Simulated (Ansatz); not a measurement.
Consider the formal exchange of groups at the Si–In bond: `[CH3][In]([SiH3])[Cl]` + `NC(F)(F)S` → `NC(F)([SiH3])S` + `[CH3][In]([F])[Cl]`.

Isolated molecules relaxed with PBE0-D4/def2-TZVP in Ansatz; ΔE leaves out vibrations. CCSD(T)/CBS is the MP2 limit (def2-TZVPP, def2-QZVPP) plus CCSD(T) − MP2 in def2-TZVPP, frozen cores. Elements past krypton have def2 core potentials. For In outer-core shells are correlated without core-valence functions, which leaves a few kJ/mol of doubt a bond. One conformer a species, not always the lowest.

```
                species  CCSD/def2-TZVPP energy (Eh)
`[CH3][In]([SiH3])[Cl]`                   -979.92944
            `NC(F)(F)S`                   -691.68617
       `NC(F)([SiH3])S`                   -882.78670
   `[CH3][In]([F])[Cl]`                   -788.84727
```

(1) Work out ΔE.

Largest T1 diagnostic among the species: 0.014.

Answers

(1) ΔE = (-882.78670) + (-788.84727) − (-979.92944) − (-691.68617) = -0.01836 Eh = -11.5 kcal/mol. CCSD(T)/CBS gives -14.6 kcal/mol.

From BLYP to BHLYP (50 % exact exchange), in def2-TZVPP and without D4, ΔE moves by +2.2 kcal/mol. In def2-TZVPP, CCSD(T) changes the Hartree–Fock value by −2.1 kcal/mol (the triples alone add −0.6 kcal/mol) and MP2 by −4.2 kcal/mol. The D4 term adds −1.3 kcal/mol with B3LYP and −0.7 kcal/mol with PBE0; it sums over pairs of atoms, weighted by their polarisabilities, and B3LYP, whose exchange is more repulsive, gets the larger term.

B3LYP here is the variant with VWN-RPA as its local correlation; programs differ in this.
